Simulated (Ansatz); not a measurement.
Basis-set extrapolation for CH$_{5}$AlFNO (`N[CH](F)[AlH][OH]`) (PBE0-D4/def2-TZVP geometry, frozen core, Ansatz 0.2.0). Multiplicity 1, RHF reference.

```
                      def2-TZVPP   def2-QZVPP
                 HF  -511.616282  -511.636186
    MP2 correlation    -0.952463    -1.029873
CCSD(T) correlation    -1.012756      not run
```

Energies in hartree. Use E(X) = E(∞) + A·exp(−7.88·√X) for Hartree–Fock and E(X) = E(∞) + B·X^(−2.97) for correlation, with X = 3 and 4, and add CCSD(T) minus MP2 of the smaller set to the MP2 limit.

Task: What is the CCSD(T) energy at the basis-set limit?

Result: HF limit: -511.636186 + (-0.019904) × 0.13774 = -511.63893. MP2 limit: -1.029873 + (-0.077410) × 0.74074 = -1.08721. Higher-order term: -1.012756 − (-0.952463) = -0.06029. Total: -512.78643 hartree, 413.2 kJ/mol below CCSD(T)/def2-TZVPP.
